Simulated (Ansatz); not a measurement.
Mulliken charges of AlF3H2Si, SMILES `F[Si](F)(F)[AlH2]` from B3LYP/def2-TZVPP in Ansatz (PBE0-D4/def2-TZVP geometry).

```tsv
atom	x (Å)	y (Å)	z (Å)	charge (e)
F1	0.582	-0.849	1.954	-0.300
Si2	0.481	-0.822	0.370	0.790
F3	-0.249	-2.172	-0.043	-0.301
F4	1.973	-0.940	-0.164	-0.301
Al5	-0.671	1.164	-0.528	0.362
H6	-1.237	2.258	0.463	-0.123
H7	-0.817	1.294	-2.098	-0.126
```

**Question.** By hand: the dipole of these point charges (1 e Å = 4.8032 D).

**Answer.** Σ q r = (-0.301, 0.523, -0.215) e Å, of length 0.641 e Å = 3.08 D.

**Question.** How does the dipole of the full density compare? (An estimate is asked.)

**Answer.** Computed: (-0.229, 0.397, -0.166) e Å, 2.34 D; the point charges give 1.32 times that, at 0° from its direction.

Point charges leave out the atoms' own dipoles, such as those of lone pairs, and Mulliken's split depends on the basis, so the two needn't agree.

B3LYP here is the variant with VWN-RPA as its local correlation; programs differ in this.
